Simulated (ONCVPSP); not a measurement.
## Debugging a pseudopotential input (palladium, ONCVPSP 4.0.1)

Command:

```bash
oncvpspr.x < Pd.dat > Pd.out
```

Input:

```
# ATOM AND REFERENCE CONFIGURATION
# atsym  z   nc   nv     iexc    psfile
  Pd 46.00    6    3  -118130      upf
#
#   n    l    f
    1    0    2.00
    2    0    2.00
    2    1    6.00
    3    0    2.00
    3    1    6.00
    3    2   10.00
    4    0    2.00
    4    1    6.00
    4    2   10.00
#
# PSEUDOPOTENTIAL AND OPTIMIZATION
# lmax
    2
#
#   l,   rc,      ep,       ncon, nbas, qcut
    0    1.40    0.00    4    8   11.40
    1    1.55    0.00    4    9   10.30
    2    2.00    0.00    3    7    7.80
#
# LOCAL POTENTIAL
# lloc, lpopt,  rc(5),   dvloc0
    4    5    1.20    0.00
#
# VANDERBILT-KLEINMAN-BYLANDER PROJECTORs
# l, nproj, debl
    0    3    3.70
    1    1    0.00
    2    2    0.40
#
# MODEL CORE CHARGE
# icmod, fcfact, rcfact
    0    0.00    0.00
#
# LOG DERIVATIVE ANALYSIS
# epsh1, epsh2, depsh
   -5.00    5.00    0.04
#
# OUTPUT GRID
# rlmax, drl
    6.00    0.01
#
# TEST CONFIGURATIONS
# ncnf
    4
# nvcnf
#   n    l    f
    3
    4    0    2.00
    4    1    6.00
    4    2    9.00
#
    3
    4    0    2.00
    4    1    6.00
    4    2    8.00
#
    3
    4    0    2.00
    4    1    6.00
    4    2    7.00
#
    4
    4    0    2.00
    4    1    6.00
    4    2    9.00
    5    0    1.00
#
```

This is an input that runs to its end, with one change: debl of l = 1 set to 0.00 Ha.

How does the run end?

The program runs through. Ghost flags: GHOST(+) s at 625.9 eV; the largest excitation error among the 3 tests with output is 16.8 meV, as for the unchanged input. Messages: WARNING no output for configuration 4; psatom_r: WARNING lschvkbb convergence error n,l,kap,iter= 3 2 -3; run_config_r: WARNING for fully non-local PS atom,.

```
   1   0  -1  2.0000 -887.58980039
   2   0  -1  2.0000 -129.66711616
   2   1  -2  4.0000 -114.45028714
   2   1   1  2.0000 -120.30894112
   3   0  -1  2.0000  -23.47657564
   3   1  -2  4.0000  -18.75986699
   3   1   1  2.0000  -19.78089153
   3   2  -3  6.0000  -12.00304550
   3   2   2  4.0000  -12.20662617
   4   0  -1  2.0000   -3.25735512   -3.25650999    8.45E-04
   4   1  -2  4.0000   -1.94849547   -1.94805038    4.45E-04
   4   1   1  2.0000   -2.11351092   -2.11290665    6.04E-04
   4   2  -3  5.4000   -0.23920896   -0.23892868    2.80E-04
   4   2   2  3.6000   -0.25651762   -0.25618409    3.34E-04
   5   0  -1  1.0000   -0.16037823   -0.16054545   -1.67E-04

    Total energies and differences
      AE_ref= -5.04625574E+03  AE_tst= -5.04619960E+03  dif=  5.61E-02
      PS_ref= -1.26809586E+02  PS_tst= -1.26753631E+02  dif=  5.60E-02
      PSP excitation error=  1.85E-04
```
